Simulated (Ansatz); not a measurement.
BrH4NOSi, SMILES `N[SiH](O)Br`. Charge 0, multiplicity 1. Correlated methods include outer-core shells of Br, which these sets cover unevenly. Scalar relativity is left out up to krypton.

Cartesian coordinates in Å:
```
N -0.8657 -0.5821 0.6222
Si 0.4348 -0.0741 -0.3468
O 0.1188 1.3552 -1.0670
Br 2.1613 0.0370 1.0556
H -0.7085 -1.0922 1.4746
H -1.7759 -0.7583 0.2285
H 0.8324 -0.9494 -1.4650
H -0.1971 2.0639 -0.5020
```

Q: Give the diagnostics of a CCSD(T)/def2-TZVPP run (frozen core, Ansatz 0.2.0). (An estimate is asked.)

A: Ansatz gave: T1 = 0.0090, largest single amplitude 0.015, largest double 0.018, (T) share of the correlation energy 3.4 %, 8 CCSD cycles. The RHF solution is stable towards an unrestricted one. T1 lies under the customary mark of 0.02 for closed shells.
